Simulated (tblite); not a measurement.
C₅H₄BrCl₂F.
SMILES with atom numbers: `[CH2:1]=[C:2]([Br:3])/[CH:4]=[C:5](\[F:6])[CH:7]([Cl:8])[Cl:9]` (hydrogens: H10, H11 on C1; H12 on C4; H13 on C7)

Computed with GFN2-xTB (tblite), gas phase: L-BFGS steps from a force-field or distance-geometry start until the largest atomic force falls under 0.01 eV/Å.

Step 41: E = -832.6987 eV
```
atom  x, y, z in Å  |  force x, y, z in eV/Å
C1     -2.4293    1.0670   -0.3202   -0.044   0.041   0.017
C2     -1.6060    0.0217   -0.3961    0.148   0.215   0.011
Br3    -2.3096   -1.6909   -0.8382   -0.021  -0.046  -0.019
C4     -0.1822    0.1665   -0.1619    0.043   0.027   0.052
C5      0.8163   -0.6631   -0.4667   -0.027  -0.048   0.016
F6      0.6210   -1.8637   -1.0360    0.054   0.031  -0.044
C7      2.2690   -0.4238   -0.1919   -0.114   0.048  -0.072
Cl8     2.6652   -1.0898    1.4210    0.054  -0.034   0.133
Cl9     2.6831    1.3003   -0.2367   -0.004  -0.082  -0.031
H10    -3.4831    0.9768   -0.5254    0.066   0.010   0.055
H11    -2.0535    2.0467   -0.0614   -0.071  -0.131  -0.050
H12     0.1131    1.1046    0.2937   -0.085  -0.052  -0.065
H13     2.8917   -0.9518   -0.9188    0.001   0.022  -0.003
```

Step 42: E = -832.7023 eV
```
atom  x, y, z in Å  |  force x, y, z in eV/Å
C1     -2.4314    1.0662   -0.3187   -0.025   0.027   0.022
C2     -1.6028    0.0259   -0.3946    0.113   0.141  -0.011
Br3    -2.3049   -1.6877   -0.8382   -0.024  -0.058  -0.026
C4     -0.1804    0.1676   -0.1578    0.021   0.017   0.053
C5      0.8166   -0.6611   -0.4691   -0.018  -0.015  -0.005
F6      0.6189   -1.8487   -1.0627    0.058   0.002  -0.032
C7      2.2686   -0.4264   -0.1908   -0.085   0.005  -0.039
Cl8     2.6582   -1.0726    1.4359    0.035  -0.016   0.084
Cl9     2.6968    1.2914   -0.2595   -0.012  -0.044  -0.023
H10    -3.4825    0.9685   -0.5286    0.030   0.020   0.054
H11    -2.0620    2.0449   -0.0540   -0.056  -0.074  -0.046
H12     0.1102    1.1003    0.3075   -0.040  -0.009  -0.031
H13     2.8904   -0.9678   -0.9080    0.005   0.005   0.000
```

Task: Estimate the geometry and energy of step 43. (The exact step hangs on the optimiser's Hessian estimate; all steps are aligned on step 42, rigid shifts and turns removed.)

Result: E = -832.7052 eV, largest force 0.101 eV/Å
```
atom  x, y, z in Å  |  force x, y, z in eV/Å
C1     -2.4324    1.0650   -0.3145   -0.006  -0.006   0.020
C2     -1.5978    0.0309   -0.3911    0.031   0.009  -0.040
Br3    -2.3013   -1.6848   -0.8407   -0.005  -0.039  -0.031
C4     -0.1784    0.1643   -0.1450    0.027  -0.010   0.032
C5      0.8171   -0.6581   -0.4794   -0.011  -0.024  -0.035
F6      0.6190   -1.8206   -1.1250    0.060   0.071   0.039
C7      2.2667   -0.4309   -0.1900    0.006  -0.067   0.022
Cl8     2.6398   -1.0258    1.4702   -0.014   0.039  -0.066
Cl9     2.7167    1.2789   -0.3138   -0.030  -0.063  -0.006
H10    -3.4791    0.9613   -0.5356   -0.021   0.023   0.053
H11    -2.0716    2.0406   -0.0388   -0.024   0.026  -0.033
H12     0.1054    1.0839    0.3472    0.017   0.007  -0.002
H13     2.8916   -1.0042   -0.8822   -0.028   0.033   0.048
```

The energy changes by -0.0029 eV. The first-order estimate −F·Δx gives -0.0057 eV and the mean of the old and new forces, exact on a quadratic surface, -0.0028 eV. The step makes an angle of 81° with the force vector and moves no atom by more than 0.068 Å.

The cost below is that of the whole relaxation. On an Arm Neoverse V1 with one thread (shared host), this took 1.1 s wall.
